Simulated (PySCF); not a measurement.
# Frontier orbitals and the lowest excitations

(HZn-mu-Br)2 (singlet state).
Z-matrix (Å and degrees, PBE0-D3(BJ)/def2-SVP geometry), rows numbered from 1:
```
Zn
H   1  1.5460
Br  1  2.4590  2  133.79
Zn  3  2.4671  1   87.20  2   179.59
H   4  1.5452  3  133.53  1   179.88
Br  4  2.4595  3   92.81  1     0.06
```

Level of theory: TDDFT B3LYP/def2-SVPD, vertical, gas phase, core orbitals frozen in the response in PySCF. The B3LYP/def2-SVPD calculation is non-relativistic and has no spin–orbit coupling, an omission that weighs most on bromine.

Frontier orbitals with the atoms that hold most of them (Löwdin shares over 4%, at most four atoms; ? is withheld):

```csv
orbital,ε (eV),atoms
HOMO-3,-8.83,"H5 24%, H2 24%, Zn4 20%, Zn1 20%"
HOMO-2,-8.61,"Br6 50%, Br3 49%"
HOMO-1,-8.57,?
HOMO,-8.05,"H2 20%, H5 20%, Zn1 16%, Zn4 15%"
LUMO,-1.07,?
LUMO+1,-1.02,"Zn4 32%, Zn1 32%, Br3 11%, Br6 11%"
LUMO+2,-0.88,"Zn1 28%, Zn4 28%, Br3 17%, Br6 17%"
```

Task: Give the leading atoms of the HOMO-1.

Result: Br6 (bonded to 2 Zn) 46%; Br3 (bonded to 2 Zn) 45%; Zn4 (bonded to 2 Br and H) 4%; Zn1 (bonded to 2 Br and H) 4%. By element: bromine 91%, zinc 9%.

Task: Which atoms hold the LUMO, and with what shares?

Result: Zn1 (bonded to 2 Br and H) 22%; Zn4 (bonded to 2 Br and H) 21%; Br3 (bonded to 2 Zn) 18%; Br6 (bonded to 2 Zn) 18%. By element: zinc 43%, bromine 36%.

Task: How does S1 compare with the orbital gap of 6.98 eV?

Result: S1 is at 6.17 eV (f = 0.034), 0.82 eV below the gap, made of HOMO→LUMO+1 (95%). Its leading pair isn't HOMO and LUMO; the energies of that pair differ by 7.03 eV. Without the coupling terms of the response equations the lowest excitation would equal the gap.

Task: One configuration dominates each of S1, S3, S4 and S5. Which, and how do the shares of the two leading atoms of either orbital change from the occupied to the empty one?

Result: 
- S1 (6.17 eV, f 0.034), HOMO→LUMO+1 (95%): H2 20% → at most 11%, H5 20% → at most 11%, Zn4 15% → 32%, Zn1 16% → 32%; the Löwdin share of zinc is 31% in HOMO and 64% in LUMO+1
- S3 (6.47 eV, f 0.237), HOMO→LUMO (91%): H2 20% → at most 19%, H5 20% → at most 19%, Zn1 16% → 22%, Zn4 15% → 21%; the Löwdin share of zinc is 31% in HOMO and 43% in LUMO
- S4 (6.58 eV, f 0.0000), HOMO-2→LUMO (98%): Br6 50% → 18%, Br3 49% → 18%, Zn1 at most 2% → 22%, Zn4 at most 2% → 21%; the Löwdin share of zinc is at most 2% in HOMO-2 and 43% in LUMO
- S5 (6.58 eV, f 0.0003), HOMO-1→LUMO+1 (93%): Br6 46% → 11%, Br3 45% → 11%, Zn4 4% → 32%, Zn1 4% → 32%; the Löwdin share of zinc is 9% in HOMO-1 and 64% in LUMO+1 (ligand-to-metal charge transfer by this measure)

Löwdin shares depend on the basis, the more so with diffuse functions.
